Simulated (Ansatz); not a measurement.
`C[CH]1[O][Al]1[Br]`, relaxed with RKS PBE0-D4/def2-TZVP in Ansatz from a PBE-D4/def2-SVP geometry. The force threshold is 0.005 eV/Å; the program also tests the step.

Total charge 0; spin multiplicity 1.

Start:

```xyz
9

C    -0.532   -1.020   -0.639
C    -0.392    0.049    0.414
O    -0.335    1.443   -0.113
Al    1.149    1.155    0.750
Br    3.022    2.339    1.117
H    -0.506   -2.028   -0.178
H     0.260   -0.969   -1.413
H    -1.513   -0.911   -1.156
H    -1.154   -0.058    1.217
```

```csv
step,energy (eV),largest force (eV/Å),largest move (Å)
1,-80816.6904,0.842,0.000
2,-80816.7331,0.638,0.031
3,-80816.7454,0.144,0.027
4,-80816.7466,0.100,0.009
5,-80816.7475,0.028,0.018
6,-80816.7476,0.006,0.005
7,-80816.7476,0.002,0.001
```

End:

```xyz
9

C    -0.525   -1.013   -0.631
C    -0.372    0.045    0.418
O    -0.345    1.438   -0.127
Al    1.111    1.176    0.705
Br    2.996    2.274    1.140
H    -0.471   -2.006   -0.176
H     0.242   -0.951   -1.406
H    -1.503   -0.918   -1.119
H    -1.132   -0.045    1.197
```

It took 30 s on 4 threads of an Arm Neoverse V1 on a shared host, with 0.6 GiB of host memory at the peak.
